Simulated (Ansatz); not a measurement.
C2H3BClFO (`C=COB(F)Cl`). Charge 0, multiplicity 1. All single points use the PBE0-D4/def2-TZVP geometry. It is one conformer, not always the lowest.

```xyz
9

C    -0.175    0.273   -1.458
C     0.436   -0.591   -0.669
O     0.145   -0.815    0.652
B    -0.136    0.120    1.578
F    -0.105    1.415    1.321
Cl   -0.539   -0.406    3.198
H     0.124    0.335   -2.496
H    -0.966    0.926   -1.113
H     1.218   -1.257   -1.014
```

Task: What is the dipole moment at r2SCAN/def2-TZVPP? (Estimate.)

Result: The calculation gave: 1.74 D, with components (0.42, -0.16, -1.68) D in this frame, pointing from negative to positive charge.

Task: And with PBE, B3LYP, ωB97M-V? (Best estimate.)

Result: Computed: PBE 1.70 D, B3LYP 1.77 D, ωB97M-V 1.77 D.

Task: Give the Mulliken charges with r2SCAN, B3LYP, ωB97M-V in def2-TZVPP. (An estimate is asked.)

Result: Computed: 
```json
{"atom": "C1", "r2SCAN": "-0.17", "B3LYP": "-0.20", "ωB97M-V": "-0.19"}
{"atom": "C2", "r2SCAN": "0.07", "B3LYP": "0.05", "ωB97M-V": "0.05"}
{"atom": "O3", "r2SCAN": "-0.26", "B3LYP": "-0.24", "ωB97M-V": "-0.24"}
{"atom": "B4", "r2SCAN": "0.47", "B3LYP": "0.43", "ωB97M-V": "0.40"}
{"atom": "F5", "r2SCAN": "-0.24", "B3LYP": "-0.22", "ωB97M-V": "-0.22"}
{"atom": "Cl6", "r2SCAN": "-0.14", "B3LYP": "-0.14", "ωB97M-V": "-0.11"}
{"atom": "H7", "r2SCAN": "0.09", "B3LYP": "0.11", "ωB97M-V": "0.10"}
{"atom": "H8", "r2SCAN": "0.08", "B3LYP": "0.10", "ωB97M-V": "0.10"}
{"atom": "H9", "r2SCAN": "0.10", "B3LYP": "0.12", "ωB97M-V": "0.11"}
```

B3LYP here is the variant with VWN-RPA as its local correlation; programs differ in this.
